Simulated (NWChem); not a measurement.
Species: CH2BF3O; SMILES OBC(F)(F)F

```xyz
8

B     -0.7535     1.0683     0.0000
C     -0.0463    -0.3827     0.0000
F     -0.3747    -1.1101    -1.0958
F     -0.3747    -1.1101     1.0958
F      1.3239    -0.2563     0.0000
H     -1.9586     1.1866     0.0000
O      0.0268     2.1641     0.0000
H      0.9767     1.9196     0.0000
```
Atoms are numbered in this order, from 1.

All runs: NWChem. Pople sets run with spherical d functions. Structure relaxed at the PBE-D3(BJ)/def2-SVP level. B3LYP is NWChem's, with the RPA form of VWN correlation. Atomic charges in e: unrestrained fits to the electrostatic potential beside Mulliken populations; buried atoms are poorly determined by the fit.

For level B3LYP/def2-SVP:

```
Item         Value
-----------  -----
ESP B1        0.27
Mulliken B1  -0.02
Mulliken C2   0.53
Mulliken F3  -0.19
Mulliken F4  -0.19
Mulliken F5  -0.23
```

Problem. How do the values read with level Hartree-Fock/6-31G* instead?

Solution. 
- ESP B1: 0.45
- Mulliken B1: 0.45
- Mulliken C2: 1.08
- Mulliken F3: -0.43
- Mulliken F4: -0.43
- Mulliken F5: -0.46
